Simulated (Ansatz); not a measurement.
Geometry optimisation, Ansatz 0.2.0, UKS PBE/def2-SVP.

input.yaml

```yaml
crystal:
  periodic: [false, false, false]
  atoms:
    - { symbol: Sn, position_ang: [0.0, 0.0, 0.0] }
    - { symbol: H, position_ang: [0.0, 0.0, 1.99] }
    - { symbol: Cl, position_ang: [2.2726, 0.0, -0.8025] }
    - { symbol: H, position_ang: [-0.8195, 1.4198, -0.5794] }
    - { symbol: "N", position_ang: [-0.9891, -1.7136, -0.6993] }
    - { symbol: C, position_ang: [-1.731, -2.5683, 0.2388] }
    - { symbol: H, position_ang: [-1.3537, -2.4019, 1.2694] }
    - { symbol: H, position_ang: [-2.811, -2.3157, 0.1954] }
    - { symbol: H, position_ang: [-1.5893, -3.6336, -0.0391] }
    - { symbol: C, position_ang: [-0.9401, -2.0593, -2.1272] }
    - { symbol: H, position_ang: [-1.7422, -1.515, -2.668] }
    - { symbol: H, position_ang: [0.0475, -1.7717, -2.5444] }
    - { symbol: H, position_ang: [-1.0884, -3.1525, -2.2491] }
    - { symbol: H, position_ang: [0.0, 0.0, 2.95] }
magnetization:
  spin_polarized: true
  initial_magnetization: 1
basis:
  gaussian: { orbitals: def2-SVP }
hamiltonian:
  xc: pbe
relax:
  f_tol: 0.15
  max_steps: 25
  restrain:
    - { distance: [1, 13], at: 1.86, k: 30.0 }
    - { distance: [0, 1], at: 1.74, k: 30.0 }
output:
  orbitals: {}
```

Launched with:

```bash
$ ansatz run input.yaml --threads 4 --pin off --max-ram 5120MiB --backend cpu --events-out ev --progress --plain --runs-dir out
```

Question: Where does it end, and by what steps?

Answer: The forces met the threshold. The restraints hold the end off the free minimum; the threshold counts their pulls, which the force column leaves out. Restrained pairs: H2–H14 (0.96 → 1.86 Å), Sn1–H2 (1.99 → 1.74 Å). After 4 steps the energy has risen by 0.689 eV (the restraints' own energy left out); H14 moved furthest, 0.62 Å.

| step | energy less start (eV) | largest force component (eV/Å) | accepted |
| --- | --- | --- | --- |
| 0 | 0.0000 | 2.414 | yes |
| 1 | 0.6277 | 1.331 | yes |
| 2 | 0.7841 | 0.960 | yes |
| 3 | 0.7143 | 0.228 | yes |
| 4 | 0.6886 | 0.124 | yes |

```xyz
14
Properties=species:S:1:pos:R:3
Sn -0.037 0.004 -0.022
H -0.018 -0.077 1.717
Cl 2.188 -0.026 -0.899
H -0.679 1.433 -0.755
N -0.905 -1.720 -0.686
C -1.704 -2.534 0.209
H -1.408 -2.363 1.267
H -2.808 -2.350 0.141
H -1.543 -3.618 -0.002
C -0.952 -2.033 -2.103
H -1.823 -1.585 -2.651
H -0.019 -1.698 -2.614
H -1.014 -3.138 -2.242
H -0.022 -0.006 3.574
```

Run time: 21 s on 4 threads of Arm Neoverse V1 (shared host), peak memory 0.2 GiB.
